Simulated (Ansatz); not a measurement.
`[F][Ga]([Br])[Br]` + `N[Si](O)(F)F` → `[F][Ga]([F])[Br]` + `N[Si](O)(F)Br`  (redistribution)

Calculated with Ansatz (gas phase, PBE0-D4/def2-TZVP geometries, no zero-point term in ΔE). CBS: MP2 limit from def2 TZ/QZ plus the TZ coupled-cluster correction, frozen cores. DFT in def2-TZVPP. For Br, Ga outer-core shells are correlated without core-valence functions, which leaves a few kJ/mol of doubt a bond. Scalar relativity is left out up to krypton. One conformer a species, not always the lowest.

CCSD(T)/CBS gives +113.0 kJ/mol.

Question: Another level gave +112.0 kJ/mol. Which?
A. B2PLYP/def2-TZVPP
B. revPBE-D4/def2-TZVPP
C. HF/def2-TZVPP
D. ωB97X-V/def2-TZVPP

Answer: A. B2PLYP 112.0, ωB97X-V 106.4, HF/def2-TZVPP 127.8, revPBE-D4 96.1 kJ/mol.

Largest T1 diagnostic among the species: 0.012.

From PBE to PBE0 (25 % exact exchange), in def2-TZVPP and without D4, ΔE moves by +8.0 kJ/mol. At CCSD(T), def2-SVP lies −15.3 kJ/mol from the extrapolated value and def2-TZVPP −0.5 kJ/mol. In def2-TZVPP, CCSD(T) changes the Hartree–Fock value by −15.3 kJ/mol (the triples alone add −2.8 kJ/mol) and MP2 by −18.4 kJ/mol.
